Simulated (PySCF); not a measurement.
H6Mo, SMILES [MoH6-], charge -1, multiplicity 2. Atoms are numbered in the order given.

```xyz
7

Mo     0.0000     0.0000     0.0737
H     -1.7529     0.0000     0.5527
H      0.0000     1.4603    -0.7541
H     -0.8679     0.0000    -1.3468
H      1.7529     0.0000     0.5527
H      0.8679     0.0000    -1.3468
H      0.0000    -1.4603    -0.7541
```
Charge -1, spin multiplicity 2.

Coordinates come from a r2SCAN-D4/def2-TZVPD optimisation. The geometry has at least one imaginary mode, so it is a saddle point at that level. The spin state was assumed, not searched. The def2 effective core potentials stand for the cores of Mo; spin–orbit coupling is left out.

Level of theory: r2SCAN/def2-TZVPD run with PySCF.

Mulliken values depend strongly on the basis, most of all with diffuse functions as here. ESP charges are fitted to the potential on shells at 1.4 to 2.0 van der Waals radii. Atomic charges (e):

| atom | Mulliken | ESP fit | Mulliken spin |
|---|---|---|---|
| Mo1 | -1.09 | … | 1.40 |
| H2 | -0.09 | … | -0.04 |
| H3 | 0.04 | … | -0.06 |
| H4 | 0.09 | … | -0.11 |
| H5 | -0.09 | … | -0.04 |
| H6 | 0.09 | … | -0.11 |
| H7 | 0.04 | … | -0.06 |

Task: Some entries are withheld; supply them. (Estimate from the structure and the level; the computed values follow.)

Result: 
- Mo1, ESP fit: 1.00
- H2, ESP fit: -0.50
- H3, ESP fit: -0.32
- H4, ESP fit: -0.19
- H5, ESP fit: -0.50
- H6, ESP fit: -0.19
- H7, ESP fit: -0.32
